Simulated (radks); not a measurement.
Spherical quantum dot in the effective-mass picture: electrons in a well V = -V0 / (1 + exp((r - R)/a)) with V0 = 57.4, R = 1.39, a = 0.093, all in effective atomic units (hartree* = m*/eps^2 hartree, bohr* = eps/m* bohr), one dielectric constant everywhere. Method: non-relativistic Kohn-Sham, exchange-only LDA, spin-polarised, spherical densities; computed with a radial shooting solver with Libxc functionals. Levels are named by radial order and angular momentum (1s, 1p, 1d, 2s, ...), and open shells are averaged over m. Results are scaled to m* = 0.07 and eps = 6, for which hartree* = 52.91 meV and bohr* = 4.536 nm.

N = 23, configuration 1s2 1p6 1d10 2s2 1f(up 3, down 0). This is the lowest configuration that the search found. Occupied and some empty levels:

level    occupation  eigenvalue (meV)  <r> (nm)
1s up             1           -1669.1     3.712
1s down           1           -1663.8     3.698
1p up             3           -1569.1     4.081
1p down           3           -1563.0     4.075
1d up             5           -1420.8     4.349
1d down           5           -1414.2     4.346
2s up             1           -1254.0     3.129
2s down           1           -1250.8     3.134
1f up             3           -1232.7     4.564
1f down           0           -1225.8     4.563
2p up             0           -1016.2     3.601
2p down           0           -1012.5     3.601
1g up             0           -1009.5     4.745
1g down           0           -1002.5     4.746
2d up             0           -750.83     3.957
2d down           0           -746.54     3.956

Energy (meV): total -46486.9, kinetic 7914.6, external -66951, Hartree 13795, exchange-correlation -1245.8.

Electron density:

r (nm)  n(r) (e/nm^3)
0.171         0.04148
0.818         0.03776
1.46          0.03165
2.11          0.02784
2.76          0.03003
3.40          0.03680
4.05          0.04016
4.69          0.03197
5.34          0.01541
5.99         0.003751
6.64        0.0004386
7.28       0.00003415
7.93        2.334e-06
8.57        1.646e-07
